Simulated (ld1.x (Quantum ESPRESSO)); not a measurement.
osmium: variants of one TM semilocal potential

Base potential:

* Element: osmium (Os)
* Generator: ld1.x (Quantum ESPRESSO) 7.5
* Type: norm-conserving Troullier–Martins (semilocal form)
* Functional: PBE
* Relativity: scalar-relativistic
* Frozen core: [Kr] 4d10 4f14
* Valence charge: 16
* Reference configuration: 5s2 5p6 5d7 6s1 6p0
* Partial waves: 5s (bound): rc 1.35 bohr; 5d (bound): rc 1.55 bohr; 5p (bound): rc 2.00 bohr
* Local potential: the p channel
* Core correction: none

Occupied shells without a wave of their own: 6s. They enter only through the test configuration that unscreens the potential.

Cutoffs, loose and tight: the cutoffs (Ry, on a coarse ladder) from which the occupation-weighted sum of valence levels, in a spherical-Bessel basis at the reference potential, stays within 10 and 1 mRy of its value at 400 Ry. They do not see the model core or the augmentation charge, which bear on the density cutoff. Test errors are all-electron minus pseudo excitation energies from the reference, over the configurations 5s2 5p6 5d6 6s2 6p0; 5s2 5p6 5d6 6s1 6p0; 5s2 5p6 5d6 6s0 6p0; 5s2 5p6 5d6 6s1 6p1; 5s2 5p6 5d5 6s0 6p0; 5s2 5p5 5d6 6s2 6p0; 5s2 5p6 5d6 6s0 6p2. A dash means not determined; rows that change the core or the reference have their own tests.

Cutoffs are not given where the Bessel-basis levels miss the radial ones by over 6 mRy, ghosts where they miss by over 20 mRy; a channel whose overlap is not positive is not tested.

In the semilocal form every listed channel keeps its own potential, so the choice of the local channel does not act on these tests. It acts once the file is put into the separable form.

A semilocal file is local in each channel, so a ghost entry of none says nothing of the separable form that plane-wave codes build from it.

A file whose overlap is not positive is unfit for use, and its test errors describe a broken file.

```csv
change,outcome,"cutoff, loose","cutoff, tight",bound ghosts,largest test error (meV)
base,"generated, misses its reference levels by 0.53 eV",90 Ry,160 Ry,none,-1201
local potential the d channel,"generated, misses its reference levels by 0.53 eV",90 Ry,160 Ry,none,-1201
"all radii scaled by about 0.97 (s 1.30, p 1.94, d 1.50 bohr)","generated, misses its reference levels by 0.43 eV",90 Ry,160 Ry,none,-981
wave 5p (bound): rc 2.00 bohr becomes 5p (bound): rc 1.98 bohr,"generated, misses its reference levels by 0.53 eV",90 Ry,160 Ry,none,-1201
"type ultrasoft, which also changes the form from semilocal to separable; waves now 5s (bound): rcut 1.30, rcutus 1.35 bohr; 6s (bound): rcut 1.30, rcutus 1.35 bohr; 5p (bound): rcut 1.75, rcutus 2.00 bohr; 6p (bound): rcut 1.75, rcutus 2.00 bohr; 5d (bound): rcut 1.35, rcutus 1.55 bohr; 5d channel at 1.6 Ry: rcut 1.35, rcutus 1.55 bohr; local potential all-electron potential smoothed inside 1.30 bohr (lloc = -1); augmentation PSQ, radius 0.95 bohr","generated, overlap not positive",–,–,not determined (overlap not positive),+13
```

What comes out with this change to the base: functional LDA (PZ)?

outcome: generated, misses its reference levels by 0.54 eV; cutoff, loose: 90 Ry; cutoff, tight: 160 Ry; bound ghosts: none; largest test error (meV): -1211.

What comes out with this change to the base: reference 5s2 5p6 5d6.5 6s1.5 6p0?

outcome: generated, misses its reference levels by 0.57 eV; cutoff, loose: 90 Ry; cutoff, tight: 160 Ry; bound ghosts: none; largest test error (meV): -1809.
